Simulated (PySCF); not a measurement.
Ions at one geometry of [Ce(H2O)4]3+

PySCF 2.14.0, UKS PBE0, Ce def2-SVP with ECP28, O def2-SVP, H def2-SVP; non-relativistic Hamiltonian with scalar-relativistic core potentials where named; density fitting; no spin-orbit coupling; singlets restricted, open shells unrestricted. The geometry is relaxed for charge +3, doublet, vacuum:

```xyz
13

Ce    0.0000    0.0000    0.0000
O     1.3678    1.3727    1.3637
H     1.9329    1.1039    2.1215
H     1.5351    2.3382    1.2883
O    -1.3678   -1.3637    1.3727
H    -1.5351   -1.2883    2.3382
H    -1.9329   -2.1215    1.1039
O     1.3678   -1.3727   -1.3637
H     1.5351   -2.3382   -1.2883
H     1.9329   -1.1039   -2.1215
O    -1.3678    1.3637   -1.3727
H    -1.9329    2.1215   -1.1039
H    -1.5351    1.2883   -2.3382
```

Energies count from the relaxed state; an electron taken off or put on is at rest in vacuum. Charges and spins are Mulliken's.

**Question.** Order these states by energy, lowest first.
A. charge +3, doublet, vacuum
B. charge +4, triplet, vacuum
C. charge +4, singlet, vacuum
D. charge +2, singlet, vacuum

**Answer.** D (-12.38 eV), A (0.00 eV), C (25.26 eV), B (25.89 eV).

**Question.** How do charge and spin on the first atom follow?

**Answer.** 
| state | spin squared | charge on Ce1 (e) | spin on Ce1 (e) | dipole about the centre of mass (D) |
| --- | --- | --- | --- | --- |
| charge +3, doublet, vacuum | 0.75 | 1.86 | 1.01 | 0.00 |
| charge +4, singlet, vacuum | 0.00 | 2.17 | 0.00 | 0.00 |
| charge +4, triplet, vacuum | 2.01 | 1.97 | 0.95 | 0.02 |
| charge +2, singlet, vacuum | 0.00 | 1.11 | 0.00 | 0.00 |

With an electron taken off (singlet, the lower of the two states computed) the charges change, summed by element, by Ce +0.31 e, O +0.33 e, H +0.36 e. The vertical ionisation energy is 25.26 eV, against −ε(HOMO) = 22.47 eV over both spins of the relaxed state. The level lies 2.8 eV too high, as is usual for semilocal functionals and global hybrids, which keep a self-interaction error.

With an electron put on (singlet) the charges change, summed by element, by Ce -0.75 e, O +0.05 e, H -0.30 e. The vertical electron affinity is 12.38 eV, against −ε(LUMO) = 16.52 eV over both spins of the relaxed state.

Open shells may have lower solutions than those found.

No other spin state of this charge was computed.
